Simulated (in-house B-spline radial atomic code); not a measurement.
A fraction x of an electron is removed from 3p in the chromium ion Cr⁴⁺, starting from [Ar] 3d2 and keeping the highest spin. All numbers are computed (scalar-relativistic (X2C) PBE0, spin-polarised, spherical fractional occupations; Fermi nucleus of rms radius 3.6452 fm) with a radial B-spline atomic code at the basis-set limit, not measured.

Caution: exact exchange at fractional occupations of open shells leaves self-interaction of up to several eV.

| x | E(x) - E(0) (eV) | 3p down level (eV) |
| --- | --- | --- |
| 0 | 0.0000 | -105.381 |
| 0.11 | 11.7038 | -107.417 |
| 0.24 | 25.8253 | -109.840 |
| 0.33 | 35.7867 | -111.527 |
| 0.38 | 41.3865 | -112.467 |
| 0.5 | 55.0184 | -114.734 |
| 0.54 | ? | ? |
| 0.73 | 81.9099 | -119.113 |
| 0.77 | ? | ? |
| 0.94 | 107.3467 | -123.148 |
| 1 | 114.7703 | -124.307 |

What belongs in the row x = 0.54?

An energy change of 59.6229 eV; 3p down at -115.492 eV.

What belongs in the row x = 0.77?

An energy change of 86.6897 eV; 3p down at -119.879 eV.

Check Janak's theorem between x = 0.11 and 0.24.

The slope of the energy is 108.63 eV; the orbital levels give 108.63 eV (-ε of the emptying orbital, averaged over the two points).
